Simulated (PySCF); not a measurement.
Gas-phase reaction: 5 GeH₃F → GeHF₃ + 2 Ge₂H₆ + 2 HF

Method: PySCF energies plus ideal-gas RRHO corrections (1 bar). † marks an energy on the PBE0/def2-TZVP geometry and frequencies. MP2 and CCSD(T) freeze the core. All species are closed-shell singlets. B3LYP is the form with VWN-RPA correlation. Ge: all electrons, no relativistic terms. GeHF₃: computed as isolated molecules; such fragments, hydroxides, amides, oligomers or adducts are transient or little studied in the gas. MP2 isn't extrapolated to the basis-set limit. CCSD(T) isn't extrapolated to the basis-set limit.

```json
[
 {"level": "B3LYP/def2-TZVP†", "ΔH°(298 K), kJ": "53"},
 {"level": "CCSD(T)/def2-SVP†", "ΔH°(298 K), kJ": "(withheld)"},
 {"level": "CCSD(T)/def2-TZVPP†", "ΔH°(298 K), kJ": "9"},
 {"level": "M06-2X/def2-TZVP†", "ΔH°(298 K), kJ": "71"},
 {"level": "MP2/def2-SVP†", "ΔH°(298 K), kJ": "(withheld)"},
 {"level": "MP2/def2-TZVPP†", "ΔH°(298 K), kJ": "7"},
 {"level": "PBE/def2-TZVP†", "ΔH°(298 K), kJ": "(withheld)"},
 {"level": "PBE0/def2-QZVP†", "ΔH°(298 K), kJ": "8"},
 {"level": "ωB97M-V/def2-TZVP†", "ΔH°(298 K), kJ": "(withheld)"}
]
```

### Question
Complete the blanks.

### Answer

- CCSD(T)/def2-SVP†, ΔH°(298 K), kJ: 39
- MP2/def2-SVP†, ΔH°(298 K), kJ: 38
- PBE/def2-TZVP†, ΔH°(298 K), kJ: 18
- ωB97M-V/def2-TZVP†, ΔH°(298 K), kJ: 35
